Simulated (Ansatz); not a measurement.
Geometry optimisation, RHF/def2-SVP (Ansatz).

Input:

```yaml
crystal:
  periodic: [false, false, false]
  atoms:
    - { symbol: S, position_ang: [-1.41891, 0.1881, -0.25646] }
    - { symbol: Si, position_ang: [0.87267, 0.10545, 0.51449] }
    - { symbol: Br, position_ang: [0.97041, -1.85615, 1.44008] }
    - { symbol: H, position_ang: [-1.44924, -0.89648, -1.03841] }
    - { symbol: H, position_ang: [-1.29776, 1.02832, -1.28886] }
    - { symbol: H, position_ang: [0.79698, 1.24081, 1.40679] }
    - { symbol: H, position_ang: [1.52585, 0.18995, -0.77764] }
total_charge: 1
basis:
  gaussian: { orbitals: def2-SVP }
hamiltonian:
  xc: hf
relax:
  f_tol: 0.015
  max_steps: 40
```

Launched with:

```bash
$ ansatz run input.yaml --threads 1 --pin off --max-ram 2048MiB --backend cpu --events-out ev --progress --plain --runs-dir out
```

Task: Where does it end, and by what steps?

Result: It converged. Limits of this set-up: the dipole of an ion depends on the origin. After 8 steps the energy has fallen by 0.047 eV; H5 moved furthest, 0.16 Å.

| step | energy less start (eV) | largest force component (eV/Å) | accepted |
| --- | --- | --- | --- |
| 0 | 0.0000 | 0.728 | yes |
| 1 | -0.0057 | 0.600 | yes |
| 2 | -0.0372 | 0.260 | yes |
| 3 | -0.0404 | 0.174 | yes |
| 4 | -0.0428 | 0.135 | yes |
| 5 | -0.0465 | 0.041 | yes |
| 6 | -0.0471 | 0.046 | yes |
| 7 | -0.0472 | 0.034 | yes |
| 8 | -0.0473 | 0.003 | yes |

```xyz
7
Properties=species:S:1:pos:R:3
S -1.411 0.123 -0.257
Si 0.825 0.078 0.480
Br 0.947 -1.828 1.506
H -1.394 -0.896 -1.129
H -1.365 1.106 -1.169
H 0.818 1.260 1.336
H 1.580 0.157 -0.767
```

Whether the end is a true minimum wasn't checked by a vibrational analysis.

Time of the run: 18 s on 1 CPU thread of a shared host.
